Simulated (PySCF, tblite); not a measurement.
Compound: 2,3-dimethylbenzenethiol, C8H10S.
Structure used (GFN2-xTB), in Å, numbered top down from 1:
```
atom  x, y, z in Å
C1    -1.8019   -1.3675   -0.1242
C2    -0.9215   -0.1552   -0.0394
C3    -1.4991    1.1072   -0.0707
C4    -0.7251    2.2502    0.0111
C5     0.6476    2.1377    0.0937
C6     1.2340    0.8807    0.1133
S7     3.0139    0.8468    0.2152
C8     0.4658   -0.2834    0.0804
C9     1.1127   -1.6342    0.1624
H10   -2.8266   -1.0742   -0.3374
H11   -1.7969   -1.9155    0.8184
H12   -1.4643   -2.0411   -0.9099
H13   -2.5722    1.1943   -0.1593
H14   -1.1868    3.2257   -0.0040
H15    1.2755    3.0143    0.1371
H16    3.1941   -0.2341   -0.5406
H17    1.4144   -1.9776   -0.8294
H18    1.9960   -1.5958    0.7977
H19    0.4303   -2.3689    0.5782
```

Computed, not measured: PBE0/pcSseg-1 in PySCF (dipole) on a GFN2-xTB geometry, gas phase.

Take the most abundant isotopes and a rigid rotor. The values belong to one conformer with, in the numbering `[CH3:1][c:2]1[cH:3][cH:4][cH:5][c:6]([SH:7])[c:8]1[CH3:9]`, C5–C6–S7–H -145°.

Problem. What are A, B and C (MHz)?

Solution. Ia = 228.50, Ib = 427.03, Ic = 647.83 u·Å²; 505379 MHz·u·Å²/I gives A = 2212, B = 1183, C = 780.1 MHz.

Problem. Classify the top.

Solution. An asymmetric top: κ = (2 × 1183 − 2212 − 780.1)/(2212 − 780.1) = -0.44.

Problem. What does the inertial defect say?

Solution. Not planar: Δ = Ic − Ia − Ib = -7.70 u·Å². For a rigid frame Δ = −2 Σ m c², so Σ m c² = 3.85 u·Å² lies off the ab plane: 3.76 from hydrogen and 0.09 from heavier atoms. The atom farthest from that plane is 0.94 Å away.

Problem. Give the other two planar moments, Paa and Pbb, and the rms extents of the mass along the axes.

Solution. Paa = Σ m a² = (Ib + Ic − Ia)/2 = 423.18 and Pbb = Σ m b² = (Ia + Ic − Ib)/2 = 224.65 u·Å². With the mass M = 138.05 u, the rms extents √(P/M) along a, b and c are 1.75, 1.28, 0.17 Å.

Problem. Which lines would a microwave search look for?

Solution. The dipole components are |μa| = 1.44 D, |μb| = 1.10 D, |μc| = 0.53 D. Intensities carry the squares of the components, which stand as 1.00 : 0.59 : 0.14 (a : b : c). Some lines, for components of 0.1 D or more:

| type | branch | J(Ka,Kc) | MHz | lower level (cm⁻¹) |
| --- | --- | --- | --- | --- |
| a | Q | 4(2,2) ← 4(2,3) | 1204 | 0.817 |
| c | Q | 3(2,2) ← 3(1,2) | 2550 | 0.472 |
| b | R | 4(2,2) ← 3(3,1) | 2777 | 0.764 |
| b | Q | 3(2,1) ← 3(1,2) | 3004 | 0.472 |
| a | R | 2(1,2) ← 1(1,1) | 3524 | 0.100 |
| a | Q | 4(1,3) ← 4(1,4) | 3931 | 0.622 |
| b | Q | 3(3,1) ← 3(2,2) | 6205 | 0.557 |
| a | R | 4(0,4) ← 3(0,3) | 7102 | 0.378 |
| b | R | 2(2,1) ← 1(1,0) | 7415 | 0.113 |
| b | R | 2(2,0) ← 1(1,1) | 7916 | 0.100 |
| a | R | 4(1,3) ← 3(1,2) | 8416 | 0.472 |
| b | R | 3(2,1) ← 2(1,2) | 10640 | 0.217 |
| c | R | 4(3,1) ← 3(2,1) | 13865 | 0.572 |
| b | R | 4(3,1) ← 3(2,2) | 14319 | 0.557 |
| c | R | 4(4,0) ← 3(3,0) | 16472 | 0.765 |

Its GFN2-xTB frequencies are all real (lowest 89 cm⁻¹). Zero-point vibration and centrifugal distortion are left out. A rigid rotor knows nothing of internal rotation, which can split or shift real lines.

Time: 51 s; peak memory 0.87 GiB. Hardware: one thread, Intel Xeon Platinum 8375C at 2.90 GHz (x86_64), shared host with 128 logical CPUs at a one-minute load of 75. This is the PBE0/pcSseg-1 job that gave the dipole, with the shieldings it also computed.
